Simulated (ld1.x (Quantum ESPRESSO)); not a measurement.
**molybdenum (Mo), TM: configuration errors across variants**

ld1.x (Quantum ESPRESSO) 7.5 input, shortened:

```
&input
   title='Mo', zed=42., rel=1, dft='PBE', iswitch=3,
   config='[Kr] 4d3 5s0 5p0'
 /
 &inputp
   pseudotype=2, tm=.true., lloc=0,
   nlcc=.true., new_core_ps=.true., rcore=1.20
 /
3
4P  2  1   6.00   0.00  1.60  1.60  0.0
4D  3  2   3.00   0.00  1.70  1.70  0.0
4S  1  0   2.00   0.00  1.30  1.30  0.0
 &test
   configts(1)='4s2 4p6 4d3 5s0 5p0'
 /
```

All-electron excitation energies from the reference (eV): (1) 4s2 4p6 4d5 5s1 5p0 -49.096; (2) 4s2 4p6 4d5 5s0 5p0 -42.206; (3) 4s2 4p6 4d4 5s0 5p0 -26.744; (4) 4s2 4p6 4d5 5s0.5 5p0 -46.369; (5) 4s2 4p6 4d5.5 5s0.5 5p0 -48.816; (6) 4s2 4p5 4d5 5s1 5p0 -5.129; (7) 4s2 4p6 4d2 5s0 5p0 39.504.

Errors AE − PS in meV (a dash: test not solved or not reliable):

```csv
change,(1),(2),(3),(4),(5),(6),(7),bound ghosts
base,+140,+22,+8.5,+90,+80,+174,+11,none
wave 4s (bound): rc 1.30 bohr becomes 4s (bound): rc 0.86 bohr,+148,+21,+8.3,+94,+83,+196,+11,none
wave 4s (bound): rc 1.30 bohr becomes 4s (bound): rc 1.08 bohr,+67,+16,+6.7,+45,+42,+52,+9.1,none
wave 4s (bound): rc 1.30 bohr becomes 4s (bound): rc 1.20 bohr,+90,+18,+7.2,+60,+54,+91,+9.8,none
wave 4s (bound): rc 1.30 bohr becomes 4s (bound): rc 1.32 bohr,+165,+24,+9.3,+106,+93,+216,+12,none
wave 4s (bound): rc 1.30 bohr becomes 4s (bound): rc 1.50 bohr,+401,+46,+16,+251,+220,+593,+21,none
wave 4s (bound): rc 1.30 bohr becomes 4s (bound): rc 1.60 bohr,+567,+63,+22,+353,+311,+850,+26,none
wave 4s (bound): rc 1.30 bohr becomes 4s (bound): rc 1.74 bohr,+1080,+119,+39,+669,+598,+1604,+44,none
wave 4s (bound): rc 1.30 bohr becomes 4s (bound): rc 1.86 bohr,+1442,+161,+51,+892,+804,+2105,+56,none
wave 4s (bound): rc 1.30 bohr becomes 4s (bound): rc 1.96 bohr,+1875,+212,+66,+1158,+1055,+2675,+71,none
```

(1) Give the same row for: wave 4s (bound): rc 1.30 bohr becomes 4s (bound): rc 0.94 bohr.

Results:

(1) +84, +17, +7.0, +56, +51, +83, +9.6; bound ghosts: none.
